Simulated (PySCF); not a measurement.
A calculated (LDA, PySCF 2.14, cc-pVTZ, no relativity, point nucleus) atom or ion has these occupied shells.

```csv
shell,electrons,orbital energy (eV),"rms radius, mean of both spins (bohr)"
1s α,1,-5311.7,0.0777
1s β,1,-5311.7,0.0777
2s α,1,-593.77,0.338
2s β,1,-592.71,0.338
2p α,3,-501.74,0.305
2p β,3,-500.91,0.305
3s α,1,-69.626,1.03
3s β,1,-66.969,1.03
3p α,3,-44.662,1.11
3p β,3,-42.059,1.11
3d α,3,-6.465,1.62
4s α,1,-5.054,3.64
4s β,1,-4.386,3.64
```

**Question.** Name the element and its charge.

**Answer.** V (vanadium, neutral), in [Ar] 3d3 4s2, high-spin 4F determinant.
